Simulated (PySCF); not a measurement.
## Ca (calcium, neutral): BP86 calculation

Configuration: [Ar] 4s1 4p1, high-spin 3P determinant (an excited configuration). Calculation: PySCF 2.14, in x2c-QZVPPall (11s7p4d3f, 73 functions); the spin-free X2C one-electron Hamiltonian (Gaussian nucleus).

```json
{
 "Total energy": "-680.474 hartree",
 "One-electron energy": "-930.036 hartree",
 "Hartree (Coulomb) energy": "285.928 hartree",
 "Exchange-correlation energy": "-36.367 hartree",
 "⟨S²⟩": "2.0001",
 "⟨L²⟩": "2.006",
 "Sum of ⟨r⟩": "21.62 bohr",
 "Sum of ⟨r²⟩": "61.03 bohr²",
 "Traceless quadrupole moment −½Σ⟨3z² − r²⟩ along its main axis": "-11.9 e·bohr²",
 "Langevin diamagnetic susceptibility": "-48.3 ×10⁻⁶ cm³/mol"
}
```

```json
{"shell": "1s α", "electrons": "1", "mean orbital energy (eV)": "-3949.8", "spread (eV)": "0", "rms radius, mean of both spins (bohr)": "0.0889"}
{"shell": "1s β", "electrons": "1", "mean orbital energy (eV)": "-3949.7", "spread (eV)": "0", "rms radius, mean of both spins (bohr)": "0.0889"}
{"shell": "2s α", "electrons": "1", "mean orbital energy (eV)": "-415.64", "spread (eV)": "0", "rms radius, mean of both spins (bohr)": "0.396"}
{"shell": "2s β", "electrons": "1", "mean orbital energy (eV)": "-415.60", "spread (eV)": "0", "rms radius, mean of both spins (bohr)": "0.396"}
{"shell": "2p α", "electrons": "3", "mean orbital energy (eV)": "-335.96", "spread (eV)": "0.028", "rms radius, mean of both spins (bohr)": "0.364"}
{"shell": "2p β", "electrons": "3", "mean orbital energy (eV)": "-335.91", "spread (eV)": "0.058", "rms radius, mean of both spins (bohr)": "0.364"}
{"shell": "3s α", "electrons": "1", "mean orbital energy (eV)": "-48.358", "spread (eV)": "0", "rms radius, mean of both spins (bohr)": "1.24"}
{"shell": "3s β", "electrons": "1", "mean orbital energy (eV)": "-48.241", "spread (eV)": "0", "rms radius, mean of both spins (bohr)": "1.24"}
{"shell": "3p α", "electrons": "3", "mean orbital energy (eV)": "-29.270", "spread (eV)": "0.153", "rms radius, mean of both spins (bohr)": "1.38"}
{"shell": "3p β", "electrons": "3", "mean orbital energy (eV)": "-29.128", "spread (eV)": "0.217", "rms radius, mean of both spins (bohr)": "1.38"}
{"shell": "4s α", "electrons": "1", "mean orbital energy (eV)": "-4.775", "spread (eV)": "0", "rms radius, mean of both spins (bohr)": "4.13"}
{"shell": "4p α", "electrons": "1", "mean orbital energy (eV)": "-2.320", "spread (eV)": "0", "rms radius, mean of both spins (bohr)": "5.33"}
```

Densities and radii are taken from the X2C orbitals without a picture-change correction, which distorts them close to the nucleus.
